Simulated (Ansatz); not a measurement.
```yaml
crystal:
  periodic: [false, false, false]
  atoms:
    - {symbol: C, position_ang: [-0.315983, 1.355340, -0.449788]}
    - {symbol: Si, position_ang: [0.315958, -0.365237, -0.769975]}
    - {symbol: S, position_ang: [1.476723, -1.123154, 0.874834]}
    - {symbol: S, position_ang: [0.011137, -1.055983, 2.327555]}
    - {symbol: H, position_ang: [0.512896, 2.050981, -0.305882]}
    - {symbol: H, position_ang: [-0.642593, 1.418790, 0.744112]}
    - {symbol: H, position_ang: [-0.942593, 1.368790, 0.444112]}
    - {symbol: H, position_ang: [-0.807140, -1.304697, -1.027133]}
    - {symbol: H, position_ang: [1.263225, -0.397381, -1.918100]}
    - {symbol: H, position_ang: [-0.514120, -2.278758, 2.123365]}
basis:
  gaussian: {orbitals: cc-pVDZ}
hamiltonian: {xc: {name: wB97}}
```

```sh
$ ansatz run in.yaml --threads 2 --pin off --events-out ev --progress --plain --max-ram 4352MiB
```

It prints (some lines left out):

```
Functional definition: wB97
1268 factors; their error is unknown
403 factors; integrals over basis functions are off by at most 3.0e-5 eV
mean field evaluation 1: about -30670.9716 eV, gradient 2.5e1 eV
mean field evaluation 2: about -30672.3124 eV, gradient 1.4e1 eV
mean field evaluation 4: about -30672.8692 eV, gradient 5.5e-1 eV
mean field evaluation 8: about -30672.8377 eV, gradient 1.0e-1 eV
mean field evaluation 16: about -30672.8377 eV, gradient 8.7e-5 eV
mean field -30672.83772734 eV, -1127.2059956835 hartree, gradient 8.7e-5 eV, S^2 0.000000; 0 other end points of the search recorded, 0 dependent functions left out
reference -30672.83771804 eV, -1127.2059953420 hartree; 29, 29 occupied and 69, 69 virtual orbitals, 1268 factors
Total energy: -30672.83771804 eV, -1127.2059953420 hartree
```

In this input one atom was put on top of another. The run converged. The result belongs to that input, not to the molecule as meant.
